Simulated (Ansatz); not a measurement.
A made-up structure of AlBH₃OF, singlet:

```
atom    x (Å)    y (Å)    z (Å)
  B1  -1.2797   0.8515   0.0796
 Al2   0.4440  -0.2938  -0.3378
  O3   1.3756  -0.9179   0.9243
  F4   0.8970  -0.5893  -1.9024
  H5   0.5536  -1.4176  -1.7471
  H6  -1.2404   2.0411   0.2071
  H7   2.1657  -1.4466   0.8275
```

It is relaxed with PBE-D4/def2-SVP and then PBE0-D4/def2-TZVP (Ansatz 0.2.0). Atoms count as bonded within 1.22 times the sum of their covalent radii (H–H: 0.88 Å). The end point is not checked to be a true minimum.

Does its bonding change? (Judge from chemistry; the calculation decides.)

Computed: Yes. Formed: O3–H5; broken: Al2–H5, F4–H5.

Where it ends: The first stage lowers the energy by 3.59 eV in 24 steps. It ends as AlBH₃OF ([BH][Al]([OH2])[F]):
B1  (-1.243, 1.032, 0.036)
Al2  (0.471, 0.284, -0.851)
O3  (1.117, -1.345, 0.140)
F4  (0.740, -0.544, -2.286)
H5  (1.443, -1.990, -0.503)
H6  (-1.367, 2.054, 0.659)
H7  (1.754, -1.262, 0.857)
(Å)

Labels in which every atom is bracketed show which atoms are joined, not bond orders.

For scale, one of the runs: PBE0-D4/def2-TZVP relaxation, 148 basis functions, launched by `ansatz run in.yaml --threads 2 --pin off --events-out ev --progress --plain --max-ram 4352MiB`. Hardware: 2 CPU threads of an Arm Neoverse V2, shared host. Wall time about 33 s.
